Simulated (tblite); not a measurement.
Compound: C6H7O (doublet state).
Z-matrix (Å and degrees, GFN2-xTB geometry), rows numbered from 1:
```
C 
C   1  1.2026
C   2  1.4466  1  173.91
O   3  1.1970  2  123.31  1     0.05
C   3  1.5122  2  110.74  1  -179.95
C   5  1.5265  3  111.43  2   179.93
C   6  1.5224  5  111.01  3  -179.96
H   5  1.0935  3  108.05  2   -57.83
H   5  1.0934  3  108.06  2    57.70
H   6  1.0915  5  109.17  3   -58.62
H   6  1.0915  5  109.18  3    58.68
H   7  1.0878  6  110.75  5   -60.20
H   7  1.0878  6  110.75  5    60.16
H   7  1.0871  6  110.11  5   179.98
```

Method: GFN2-xTB as coded in tblite; computed harmonic values from a numerical Hessian at the method's own geometry, unscaled. Errors from tens to a few hundred cm⁻¹ against measured bands are possible. One conformer, not necessarily the lowest. Open shells enter through the occupations alone, without spin polarisation, and single modes of such species can be off by tens of per cent.

Harmonic wavenumbers (cm⁻¹): 34.5, 80.8, 117.6, 211.8, 215.5, 230.5, 334.8, 392.3, 525.0, 535.7, 767.6, 856.2, 875.4, 940.5, 1012.4, 1053.0, 1093.8, 1127.6, 1205.3, 1254.2, 1256.9, 1338.8, 1415.7, 1426.5, 1490.5, 1498.5, 1501.0, 1770.1, 2194.0, 2956.8, 2974.6, 2989.7, 3002.3, 3034.9, 3037.7, 3045.8.

A = 6701, B = 1391, C = 1177 MHz; mass 95.050 u (most abundant isotopes); point group Cs, symmetry number 1; spin multiplicity 2.

What is the zero-point energy?

Half the sum of the wavenumbers: 23899 cm⁻¹ = 285.90 kJ/mol.

What is S at 273.15 K and 1 bar for an ideal gas of classical rigid rotors and harmonic oscillators?

Translation 163.84, rotation 115.11, vibration 88.80, spin (R ln 2) 5.76: S = 373.5 J/(mol K).

And Cp and H(273.15 K) − H(0)?

Cp = 116.05 J/(mol K), of which vibrations give 82.79 (their classical limit is 36 R = 299.3); H(273.15 K) − H(0) = 21.34 kJ/mol without the zero-point energy, 12.26 from vibrations.

What must be added to the electronic energy to get the Gibbs energy at 273.15 K and 1 bar?

ZPE + [H(273.15 K) − H(0)] − T·S = 285.90 + 21.34 − 102.02 = 205.22 kJ/mol.

Which modes carry the vibrational entropy at 273.15 K?

34.5 cm⁻¹: 22.50; 80.8 cm⁻¹: 15.48; 117.6 cm⁻¹: 12.43; 211.8 cm⁻¹: 7.82; 215.5 cm⁻¹: 7.69; 230.5 cm⁻¹: 7.19 J/(mol K); the other 30 give 15.68 together.

Hindered rotation and anharmonicity are outside this model. Other conformers, if any are populated, would add a mixing term that is left out.
